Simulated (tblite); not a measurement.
Start geometry of `C#CC(=C=S)[SiH2]C#CC` from a force field or distance geometry (Å):
```
atom  x, y, z in Å
C1    -4.200   -1.009   -0.215
C2    -3.082   -0.558   -0.266
C3    -1.708   -0.059   -0.308
C4    -1.586    1.233   -0.420
S5    -1.414    2.809   -0.529
Si6   -0.373   -1.263   -0.236
C7     1.200   -0.329   -0.202
C8     2.254    0.271   -0.173
C9     3.547    0.986   -0.136
H10   -5.200   -1.391   -0.165
H11   -0.447   -2.120   -1.450
H12   -0.559   -2.073    0.996
H13    3.323    2.025   -0.429
H14    4.257    0.573   -0.886
H15    3.983    0.911    0.892
```

Problem. What comes out of this run: GFN2-xTB geometry optimisation, gas phase (tblite 0.8.0)?

Solution. 
```
atom  x, y, z in Å
C1    -4.188   -1.030   -0.219
C2    -3.097   -0.527   -0.261
C3    -1.797   -0.009   -0.305
C4    -1.448    1.235   -0.393
S5    -0.830    2.664   -0.496
Si6   -0.390   -1.320   -0.233
C7     1.196   -0.395   -0.203
C8     2.207    0.262   -0.185
C9     3.418    1.045   -0.158
H10   -5.156   -1.430   -0.187
H11   -0.507   -2.147   -1.438
H12   -0.596   -2.085    1.001
H13    3.190    2.082   -0.404
H14    4.132    0.657   -0.883
H15    3.864    1.007    0.836
```

The energy falls by 32.6 kJ/mol over 77 L-BFGS steps, the largest force on an atom goes from 3.74 to 0.008 eV/Å, and the atoms move by 0.184 Å rms after alignment. The bond that changes most is C3–Si6 (outer carbon of cumulated double bonds to SiH2 silicon), which lengthens by 0.125 Å. Bonds longer at the end by more than 0.005 Å: 2 of 14; shorter: 11. Among the angles that change most is C2–C3–C4, from 115.4° to 127.4°. Rotational constants go from 1481, 709.0, 484.2 to 1637, 733.7, 511.7 MHz. The orientation of the end geometry is arbitrary; only internal coordinates are fixed.

Its GFN2-xTB frequencies are all real (lowest 16 cm⁻¹). One conformer, not necessarily the lowest. 3 starts were optimised and ended at 0.00, 0.57 and 0.61 kcal/mol (GFN2-xTB); the lowest of these is shown.

These are computed values.
